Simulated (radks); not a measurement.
The iron anion Fe- inside a hard spherical wall (all orbitals vanish at R), configuration held at [Ar] 3d7 4s2 and not refilled when levels cross. Calculated with a radial shooting solver on a logarithmic mesh with Libxc functionals: scalar-relativistic Kohn-Sham, PBE, spin-polarised, spherical densities, point nucleus; open shells are filled with parallel spins first. Eigenvalues in eV for spin up, with the zero of energy where the potential of the charges vanishes at infinity; a dash marks a level that is unbound or too diffuse for the functional's potential to be trusted. A positive occupied level is held by the wall or, in an anion where self-interaction has pushed it up, behind a barrier. The pressure on the wall is -dE/dV.

| R (bohr) | E (hartree) | kinetic (hartree) | e(3s) | e(3p) | e(3d) | e(4s) | e(4p, empty) | e(5s, empty) | pressure (GPa) |
|---|---|---|---|---|---|---|---|---|---|
| 15 | -1272.60677 | 1287.819 | -85.743 | -51.849 | 0.261 | 0.435 | - | - | 0.00757 |
| 12 | -1272.60372 | 1287.822 | -85.240 | -51.350 | 0.729 | 0.718 | 3.299 | 4.197 | 0.0259 |
| 10 | -1272.59831 | 1287.840 | -84.776 | -50.887 | 1.173 | 1.030 | 3.894 | 5.788 | 0.104 |
| 7 | -1272.55637 | 1287.991 | -83.069 | -49.180 | 2.808 | 2.394 | 6.129 | 12.399 | 1.65 |
| 6 | -1272.50248 | 1288.173 | -81.698 | -47.814 | 4.100 | 3.631 | 7.959 | 17.948 | 5.23 |
| 5 | -1272.36893 | 1288.603 | -79.232 | -45.367 | 6.398 | 6.109 | 11.410 | 28.372 | 19.7 |
| 3 | -1270.58673 | 1293.841 | -63.367 | -29.860 | 21.647 | 29.313 | 40.220 | 109.01 | 702 |
| 2 | -1262.51145 | 1317.534 | -31.427 | 2.218 | 57.407 | 109.66 | 128.46 | 322.25 | 11700 |
